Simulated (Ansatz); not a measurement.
Calculated with Ansatz (gas phase, PBE0-D4/def2-TZVP geometries, no zero-point term in ΔE). CCSD(T)/CBS is the MP2 limit (def2-TZVPP, def2-QZVPP) plus CCSD(T) − MP2 in def2-TZVPP, frozen cores. DFT in def2-TZVPP. def2 core potentials past Kr. For Ga, Te outer-core shells are correlated without core-valence functions, which leaves a few kJ/mol of doubt a bond. Scalar relativity is left out up to krypton. One conformer a species, not always the lowest.

Reaction (redistribution): `ClB[TeH]` + `[OH][Ga]([F])[Cl]` → `OB[TeH]` + `[F][Ga]([Cl])[Cl]`

`ClB[TeH]`:

Z-matrix (Å, degrees):
```
B
Cl 1 1.738
Te 1 2.120 2 124.0
H 1 1.190 2 119.1 3 -180.0
H 3 1.658 1 95.2 2 0.0
```

`[OH][Ga]([F])[Cl]`:

```xyz
5

O    -0.502   -1.091    0.710
Ga    0.023    0.441    0.017
F    -0.384    1.887    0.881
Cl    1.108    0.615   -1.790
H    -0.245   -1.852    0.183
```

`OB[TeH]`:

```xyz
6

O     0.283   -1.029   -1.208
B    -0.013   -0.477   -0.016
Te   -0.029    1.665    0.334
H     0.494   -0.420   -1.920
H    -0.279   -1.204    0.891
H    -0.456    1.465    1.918
```

`[F][Ga]([Cl])[Cl]`:

Cartesian coordinates in Å:
```
F 0.883 0.855 1.313
Ga 0.032 0.031 0.048
Cl -0.107 0.965 -1.833
Cl -0.809 -1.850 0.472
```

CCSD(T)/CBS gives -0.88 eV.

Task: Another level gave -0.98 eV. Which?
A. RPA@PBE/def2-TZVPP
B. CAM-B3LYP/def2-TZVPP
C. BLYP-D4/def2-TZVPP
D. HF/def2-TZVPP

Result: B. CAM-B3LYP -0.98, BLYP-D4 -0.89, HF/def2-TZVPP -1.12, RPA@PBE/def2-TZVPP -0.84 eV.

Task: What do rigid-rotor, harmonic-oscillator terms from PBE0-D4/def2-TZVP frequencies (298.15 K, 1 bar) make of the CCSD(T)/CBS value? (Estimate.)

Result: Computed: ΔZPE = +0.04 eV, ΔH = -0.85 eV, ΔS = -6 J/(mol·K), ΔG = -0.83 eV.

Largest T1 diagnostic among the species: 0.014.

From PBE to PBE0 (25 % exact exchange), in def2-TZVPP and without D4, ΔE moves by −0.07 eV. Leaving LDA and LC-ωPBE aside and taking each functional with its dispersion term where it has one, the values, not all of them listed here, spread over 0.17 eV, from BHLYP-D4 to revPBE-D4. At CCSD(T), def2-SVP lies −0.11 eV from the extrapolated value and def2-TZVPP +0.00 eV.
